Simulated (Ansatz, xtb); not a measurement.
## A geometry optimisation of Cl2FH2Si2+ with r2SCAN-D4/def2-SVP

The starting geometry of this gas-phase singlet has its atoms placed at random.

```xyz
7

Cl    0.9755   -0.7560   -1.2539
Cl    0.7013    0.2339    1.5586
F    -0.2590    1.4366    1.3839
Si   -0.8263   -0.1472   -0.8617
Si   -0.9661   -0.4289    1.0569
H     1.6260    0.7068    1.0150
H     0.4898    0.3998   -1.0447
```

Q: Guess where an optimisation with r2SCAN-D4/def2-SVP ends from this start.

A: It ends as a structure with Cl1 bridging Si4 and H7, Cl2 bridging H6 and Si5, F3 bridging Si5 and Si4, given below by its coordinates. Distances that change by over a tenth: Cl1–Si4 (1.94 → 2.59 Å), Cl2–Si5 (1.86 → 2.58 Å), Cl2–H6 (1.17 → 1.30 Å), Si4–Si5 (1.94 → 2.45 Å). Contacts that open: Cl2–F3 (1.55 → 3.29 Å), Si4–H7 (1.44 → 3.03 Å). Contacts that close: F3–Si4 (2.81 → 1.88 Å), F3–Si5 (2.02 → 1.88 Å).

The energy falls by 15.30 eV over 23 steps:

```
step  E − E(last) (eV)
   1            15.302
   3             5.967
   6             1.364
   8             0.871
  11             0.639
  13             0.558
  16             0.429
  18             0.096
  21             0.000
  23             0.000
```

Final geometry (Å):

| atom | x (Å) | y (Å) | z (Å) |
| --- | --- | --- | --- |
| Cl | 0.9974 | -0.2666 | -1.5072 |
| Cl | 1.5935 | -0.1402 | 1.7159 |
| F | -1.0235 | 1.3809 | 0.4262 |
| Si | -1.4326 | -0.1216 | -0.6257 |
| Si | -0.9812 | 0.0733 | 1.7778 |
| H | 1.8573 | 0.5033 | 2.8157 |
| H | 0.7302 | 0.0159 | -2.7486 |

From the same start GFN2-xTB ends elsewhere, differing in Cl1–Si4 (2.66 against 2.59 Å here), Cl2–Si5 (3.31 against 2.58 Å here), F3–Si4 (2.77 against 1.88 Å here).

From so rough a start the end depends on the optimiser's path, so another program may land elsewhere. The end wasn't checked by frequencies. Run with Ansatz 0.2.0, 2.9 min on 1 thread of Intel(R) Xeon(R) Processor @ 2.50GHz (Skylake/Cascade Lake), with other jobs on the host.
